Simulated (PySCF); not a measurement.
CaCl, SMILES [Cl][Ca], multiplicity 2. Geometry: PBE0-D3(BJ)/def2-TZVPD. The spin state was assumed, not searched.

The numbers are results of PBE0-D3(BJ)/def2-TZVPD (PySCF), not measurements.

Harmonic wavenumbers (cm⁻¹): 369. Rotational constants (GHz): 4.539 (linear); symmetry number 1.

Q: Work out the zero-point energy and the ideal-gas rigid-rotor harmonic-oscillator thermochemistry at 298.15 K and 1 atm.

A: ZPE = ½ Σ hcν = ½ × 369 cm⁻¹ = 0.53 kcal/mol. H − E(el) = 2.81 kcal/mol. Entropy in cal/(mol K): translation 38.88, rotation 16.34, vibration 1.09, spin 1.38, total 57.68. G − E(el) = -14.38 kcal/mol. Cp = 8.49 cal/(mol K).
